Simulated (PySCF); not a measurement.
# Osmium: a sound run and one with changed settings

Sound run: Os [Xe] 4f14 5d6 6s2, Os⁺ [Xe] 4f14 5d6 6s1. Computed with PySCF 2.14 in cc-pVTZ-PP with ECP60MDF (5s5p4d2f1g, 63 functions), with a scalar-relativistic core potential. The sound run starts from symmetry-adapted Hartree-Fock orbitals and uses a fine grid where one is needed.

A second run was set up differently.

```tsv
species	method	sound run (hartree)	changed run (hartree)	converged
Os	UHF	-90.07074	-90.07074	yes
Os	B3LYP	-90.82324	-93.98344	no
Os	LDA	-90.61888	-95.11711	yes
Os⁺	UHF	-89.83090	-89.83090	yes
Os⁺	B3LYP	-90.51031	-94.32023	yes
Os⁺	LDA	-90.29646	-94.94829	yes
```

Ionisation energy of Os:

```
method  sound run (eV)  changed run (eV)
   UHF           6.526             6.526
```

(1) What was changed?
A. basis contracted for another Hamiltonian
B. minimal basis
C. angular grid far too coarse
D. all electrons correlated in a valence basis

Answers

(1) C. It used 6 angular points. A coarse angular grid integrates products of high-l functions wrongly, so density functionals can shift, and the SCF can exploit the error; Hartree-Fock and MP2 need no grid.
